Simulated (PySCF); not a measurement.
Excitations are Tamm–Dancoff values on a coarser integration grid. The basis has no diffuse functions, so Rydberg states are missing or too high.

Species: C4H3N, SMILES `C#CN=C=C` (charge 0, multiplicity 1).

Task: What is the computed S1–T1 gap (TDA), T1 excitation (TDA), HOMO–LUMO gap, brightest of the four lowest singlets (TDA) and HOMO (M06-2X/def2-TZVP // B3LYP-D3(BJ)/def2-TZVP run with PySCF)?

Result: 
| Quantity | Value |
|---|---|
| S1–T1 gap (TDA) | 0.25 eV |
| T1 excitation (TDA) | 3.52 eV |
| HOMO–LUMO gap | 7.65 eV |
| brightest of the four lowest singlets (TDA) | 5.95 eV |
| HOMO | -8.09 eV |
